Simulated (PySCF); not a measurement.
## Substituent chemical shifts

Parent skeleton `[NH:1]=[CH:2][CH2:3][CH2:4][S:5][SiH3:6]`; one hydrogen on atom 2 is replaced by X. Hydrogens on one atom are averaged.

PySCF calculation with structure optimised with GFN2-xTB and shieldings: GIAO PBE0/pcSseg-1; a single conformation, non-relativistic, in vacuum, one averaged value for each set of equivalent atoms.

δ = σ(ref) − σ, references computed at the same level: 15N (σref 267.73) against NH3; 13C (σref 186.93), 29Si (σref 349.16), 1H (σref 31.72) vs TMS; 33S (σref 503.73) vs CS2.

Four derivatives gave (δ, ppm):
| compound | N1 | C2 | C3 | C4 | S5 | Si6 | H(C3) | H(C4) | H(Si6) |
| --- | --- | --- | --- | --- | --- | --- | --- | --- | --- |
| 1 | 334.7 | 183.3 | 43.5 | 32.1 | -202.0 | -54.7 | 2.53 | 2.73 | 4.59 |
| 2 | 325.6 | 189.1 | 41.7 | 29.0 | -188.2 | -54.3 | 2.26 | 2.40 | 4.54 |
| 3 | 398.4 | 160.9 | 50.2 | 32.4 | -175.8 | -53.5 | 2.54 | 2.68 | 4.66 |
| 4 | 309.7 | 187.2 | 47.3 | 30.8 | -187.6 | -52.7 | 2.55 | 2.47 | 4.59 |

Their substituents are CH2NH2, CH2SiH3, CN, cPr. Which is which?

## Answers

1: X = CH2SiH3 ([H]/N=C(\C[SiH3])CCS[SiH3]); 2: X = CH2NH2 ([H]/N=C(/CN)CCS[SiH3]); 3: X = CN ([H]/N=C(/C#N)CCS[SiH3]); 4: X = cPr ([H]/N=C(\CCS[SiH3])C1CC1).

Experimental scales use liquid or dissolved standards, which lie at an offset from isolated NH3 (liquid NH3: subtract about 20 ppm). Unscaled 15N shifts of sp2 nitrogen come out 20 to 40 ppm too high even then.
